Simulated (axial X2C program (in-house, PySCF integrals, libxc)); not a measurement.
## Curves of PmO⁺ from open-shell CI on f4 s0 d(πδ)0

Calculated with an axial X2C code built on PySCF integrals: two-component X2C with atomic mean-field Coulomb and Gaunt terms, basis Pm dyall-v3z, O dyall-v3z (cores contracted in-house). Orbitals come from Hartree–Fock averaged over the configuration Pm f4 s0 d(πδ)0; CI then distributes these electrons over the f, s, d(πδ) shells of Pm.

Scan along the bond; masses Pm 144.913 u, O 15.995 u. Energies in cm⁻¹ from the lowest point; levels are followed by energy order within each Ω. Lowest level at 1.739 Å: 100% f4.

```json
{"R (Å)": "1.617", "(1)Ω=2": "3788", "(1)Ω=1": "3940", "(1)Ω=0": "4008", "(1)Ω=3": "3797", "(1)Ω=4": "4439", "(2)Ω=2": "5273", "(2)Ω=1": "5338", "(2)Ω=0": "5365", "(2)Ω=3": "5276"}
{"R (Å)": "1.678", "(1)Ω=2": "956", "(1)Ω=1": "1047", "(1)Ω=0": "1085", "(1)Ω=3": "991", "(1)Ω=4": "1595", "(2)Ω=2": "2411", "(2)Ω=1": "2452", "(2)Ω=0": "2473", "(2)Ω=3": "2443"}
{"R (Å)": "1.739", "(1)Ω=2": "0", "(1)Ω=1": "45", "(1)Ω=0": "66", "(1)Ω=3": "67", "(1)Ω=4": "631", "(2)Ω=2": "1441", "(2)Ω=1": "1460", "(2)Ω=0": "1473", "(2)Ω=3": "1496"}
{"R (Å)": "1.809", "(1)Ω=2": "711", "(1)Ω=1": "717", "(1)Ω=0": "722", "(1)Ω=3": "809", "(1)Ω=4": "1331", "(2)Ω=2": "2143", "(2)Ω=1": "2141", "(2)Ω=0": "2147", "(2)Ω=3": "2215"}
{"R (Å)": "1.878", "(1)Ω=2": "2874", "(1)Ω=1": "2852", "(1)Ω=0": "2848", "(1)Ω=3": "2996", "(1)Ω=4": "3480", "(2)Ω=2": "4301", "(2)Ω=1": "4283", "(2)Ω=0": "4283", "(2)Ω=3": "4385"}
{"R (Å)": "1.956", "(1)Ω=2": "6610", "(1)Ω=1": "6566", "(1)Ω=0": "6554", "(1)Ω=3": "6753", "(1)Ω=4": "7198", "(2)Ω=2": "8035", "(2)Ω=1": "8004", "(2)Ω=0": "7998", "(2)Ω=3": "8129"}
{"R (Å)": "2.052", "(1)Ω=2": "12512", "(1)Ω=1": "12446", "(1)Ω=0": "12427", "(1)Ω=3": "12673", "(1)Ω=4": "13076", "(2)Ω=2": "13938", "(2)Ω=1": "13895", "(2)Ω=0": "13884", "(2)Ω=3": "14039"}
```

**Question.** Fit the curves (1)Ω=2, (1)Ω=1, (1)Ω=0, (1)Ω=3, (1)Ω=4, (2)Ω=2, (2)Ω=1, (2)Ω=0, (2)Ω=3 near their minima.

**Answer.** From the open-shell CI curves, Te from the lowest:

```
 level  Te (cm⁻¹)  Re (Å)  ωe (cm⁻¹)
(1)Ω=2          0   1.746      952.4
(1)Ω=1         41   1.747      952.8
(1)Ω=0         59   1.748      953.3
(1)Ω=3         70   1.744      953.2
(1)Ω=4        630   1.746      951.3
(2)Ω=2       1440   1.746      953.2
(2)Ω=1       1457   1.747      953.0
(2)Ω=0       1469   1.747      952.7
(2)Ω=3       1496   1.745      952.7
```

Without dynamic correlation distances can be off by several hundredths of an Å (long for ionic bonds, short for multiple bonds) and the wavenumbers are rough.

The 9 lowest curves are shown; the next is (2)Ω=4, from 1801 cm⁻¹.

There is no dynamic correlation: spin–orbit spacings and, for f shells, spacings inside one term are the most reliable numbers, splittings between terms come out too wide, and energies between configurations are not reliable, so the lowest level need not be the ground state of the molecule. At most 4 roots were kept for each Ω > 0 (twice that for Ω = 0) within 2.2 eV of the lowest, so higher up levels can be missing between those listed; levels with Ω > 0 are doubly degenerate and listed once, Ω = 0 levels singly. States that fill the shells left empty in the average are placed too high.
